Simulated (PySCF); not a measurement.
Gas-phase reaction: TaOCl₃ + 2 ClO → TaCl₅ + 3 O

Computed with PySCF (xtb for GFN2) and rigid-rotor harmonic-oscillator thermochemistry at 1 bar. † marks an energy on the PBE0/def2-TZVP geometry and frequencies; other levels use their own. Open shells (unrestricted): ClO (multiplicity 2, electronic degeneracy 4), O (multiplicity 3, electronic degeneracy 9); the rest are closed-shell singlets. GFN2 has no spin-polarisation term. Spin-orbit splitting is ignored; it lowers the true energy and changes the entropy of ClO, O. B3LYP is the form with VWN-RPA correlation. Ta: scalar-relativistic def2 core potential, no spin-orbit coupling. The harmonic model lacks anharmonicity and excited electronic states, which grow with temperature; levels with a mode under 35 cm⁻¹ are left out. Soft modes under 120 cm⁻¹ make the harmonic entropy rough for TaOCl₃, TaCl₅.

ΔH° and ΔS° at 298 K: B3LYP/def2-TZVP† 576 kJ, 76 J/K; BLYP/def2-TZVP† 670 kJ, 76 J/K; GFN2-xTB 1323 kJ, 83 J/K; M06-2X/def2-TZVP† 534 kJ, 76 J/K.

### Question
With the heat capacities included, give log10 K (1 bar) at 600, 1000, 1400, 1600, 2500 K from B3LYP/def2-TZVP†, BLYP/def2-TZVP†, GFN2-xTB, M06-2X/def2-TZVP†.

### Answer
```tsv
T (K)	B3LYP/def2-TZVP†	BLYP/def2-TZVP†	GFN2-xTB	M06-2X/def2-TZVP†
600	-45.9	-54.1	-110.6	-42.2
1000	-25.5	-30.4	-64.1	-23.3
1400	-16.6	-20.2	-44.2	-15.1
1600	-13.9	-16.9	-37.9	-12.5
2500	-6.8	-8.7	-22.0	-5.9
```
